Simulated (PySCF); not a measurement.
**Dipole response of Pd+ (palladium, charge +1)**

[Kr] 4d9, 2D determinant. Calculation: PySCF 2.14, in ANO-RCC-VTZP (7s6p4d2f1g, 68 functions); scalar relativity by spin-free X2C-1e. Coupled (time-dependent) response in atomic units; α is the mean over directions. The basis has no added diffuse functions, which lowers α and C₆.

| method | mean α (bohr³) | α xx, yy, zz | C₆ (like pair) | S(−4) |
| --- | --- | --- | --- | --- |
| UHF | 9.094 | 8.794, 8.794, 9.693 | 52.90 | 30.97 |
| PBE | 11.00 | 10.74, 10.74, 11.51 | 64.27 | 55.36 |
| PBE0 | 10.30 | 10.03, 10.03, 10.85 | 60.22 | 45.14 |

S(−4) is the Cauchy moment in α(ω) = α(0) + S(−4) ω² + …

Spin-orbit coupling is absent.

α(iu) at UHF:

| u (hartree) | α(iu) (bohr³) |
| --- | --- |
| 0 | 9.094 |
| 0.0500 | 9.017 |
| 0.100 | 8.802 |
| 0.200 | 8.098 |
| 0.300 | 7.286 |
| 0.500 | 5.925 |
| 0.750 | 4.790 |
| 1.00 | 3.997 |
| 1.50 | 2.879 |
| 2.00 | 2.123 |
| 3.00 | 1.240 |
| 5.00 | 0.5464 |

A single London oscillator, α(iu) = α/(1 + u²/ω²), gives C₆ = (3/4) ω α². Matching the computed C₆ needs ω = 4 × 52.90 / (3 × 9.094²) = 0.853 hartree.

For an ion, C₆ is the dispersion term alone; charge-induced terms of lower order in 1/R come first.

The components differ because the open shell of this determinant is not spherical; for a pure term their mean is the scalar polarisability.
